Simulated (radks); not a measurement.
Coulomb parameter of the 4d shell of the technetium ion Tc2+ in the model configuration [Kr] 4d4 5s1, as a second difference U = [E(n + 0.25) + E(n - 0.25) - 2 E(n)] / (0.25)^2 with all orbitals relaxed. "Bare": the charge of the atom changes with n. "Screened": the 5s shell takes up the change at fixed total charge, which measures U(4d,4d) + U(5s,5s) - 2 U(4d,5s). Calculated with a radial shooting solver on a logarithmic mesh with Libxc functionals: scalar-relativistic Kohn-Sham, BLYP, spin-unpolarised, spherical densities, finite nucleus; Fermi nuclear charge, rms radius 4.4112 fm.

\begin{tabular}{lrr}
case & configuration & E - E(n) (eV) \\ \hline
start & [Kr] 4d4 5s1 & 0.000 \\
bare +0.25 & [Kr] 4d4.25 5s1 & -5.997 \\
bare -0.25 & [Kr] 4d3.75 5s1 & 6.769 \\
screened +0.25 & [Kr] 4d4.25 5s0.75 & -1.316 \\
screened -0.25 & [Kr] 4d3.75 5s1.25 & 1.427 \\
\end{tabular}

U(bare) = 12.356 eV, U(screened by 5s) = 1.774 eV, against the Slater integral F0(4d,4d) = 15.782 eV with frozen orbitals.
